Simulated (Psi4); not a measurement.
The Psi4 input:
```
memory 2 GB

molecule mol {
0 1
  Si   -0.045326    0.608839   -0.827610
  Br    1.522948   -0.221920    0.491795
  N    -1.541910    0.129474   -0.157437
  C    -2.743660    0.827158   -0.537623
  C    -1.813441   -1.198124    0.340783
  H     0.297741    0.108276   -2.158867
  H     0.033379    2.056658   -0.725310
  H    -2.505684    1.843202   -0.842528
  H    -3.255988    0.325844   -1.367350
  H    -3.429684    0.867214    0.312347
  H    -2.496510   -1.133791    1.191837
  H    -0.895523   -1.677005    0.672642
  H    -2.280357   -1.827457   -0.425968
}

set basis def2-sv(p)
set reference rks

energy('pbe0')
print_variables()
```

Question: What is the computed nuclear repulsion energy (PBE0/def2-SV(P) in Psi4 1.11)?

Answer: 425.8228 Eh

Question: Give the number of basis functions at the level PBE0/def2-SV(P).

Answer: 108

Question: What dipole moment does PBE0/def2-SV(P) give?

Answer: 2.35 D

Question: Give the total energy at the level PBE0/def2-SV(P).

Answer: -2998.3748 Eh
